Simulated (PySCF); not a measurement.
## [Eu(H2O)5]3+: from a saddle point downhill

PySCF 2.14.0, RKS PBE0, Eu lcecp-1-SVP with ECP52, O def2-SVP, H def2-SVP; non-relativistic Hamiltonian with scalar-relativistic core potentials where named; density fitting; no spin-orbit coupling. Relaxed within the symmetry of its start, the geometry (C2v) is

```xyz
16

Eu    0.0376    0.0000    0.0000
O    -0.5043    0.0000    2.3058
H    -0.6268    0.7689    2.8982
H    -0.6268   -0.7689    2.8982
O    -0.5043    0.0000   -2.3058
H    -0.6268   -0.7689   -2.8982
H    -0.6268    0.7689   -2.8982
O     2.3824    0.0000    0.0000
H     2.9923   -0.7679    0.0000
H     2.9923    0.7679    0.0000
O    -0.8402    2.1963    0.0000
H    -0.3689    3.0557    0.0000
H    -1.7857    2.4546    0.0000
O    -0.8402   -2.1963    0.0000
H    -1.7857   -2.4546    0.0000
H    -0.3689   -3.0557    0.0000
```

and its lowest harmonic modes are -189, -102, 29, 55, 62, 72 cm⁻¹ (negative: unstable). It was moved along the lowest mode and relaxed again, within the group C2 that the move left.

Where does it end, and how much lower?

In C2v, 0.075 eV lower, after 41 steps:
```xyz
16

Eu   -0.0221    0.0000    0.0000
O    -0.4809    0.0458    2.3231
H    -0.6157    0.8280    2.8964
H    -0.5975   -0.7108    2.9334
O    -0.4809   -0.0458   -2.3231
H    -0.6157   -0.8280   -2.8964
H    -0.5975    0.7108   -2.9334
O     2.3142    0.0000    0.0000
H     2.9200   -0.0146   -0.7715
H     2.9200    0.0146    0.7715
O    -0.8353    2.2214   -0.0360
H    -0.3202    3.0553   -0.0417
H    -1.7670    2.5257   -0.0522
O    -0.8353   -2.2214    0.0360
H    -1.7670   -2.5257    0.0522
H    -0.3202   -3.0553    0.0417
```

How do the contacts change?


```csv
contact,saddle (Å),end (Å)
Eu1–O2 (H2O),2.369,2.368
Eu1–O5 (H2O),2.369,2.368
Eu1–O8 (H2O),2.345,2.336
Eu1–O11 (H2O),2.365,2.366
Eu1–O14 (H2O),2.365,2.366
```


Is the end a minimum?

Yes, as far as the noise of the softest modes lets one tell (those above −25 cm⁻¹ count as noise); lowest modes 23, 58, 67, 68, 72, 85 cm⁻¹.

An lcecp potential fixes the number of 4f electrons, so in runs with it no electron can move into or out of that shell.

State: singlet in the valence, with the 4f electrons in the core potential.
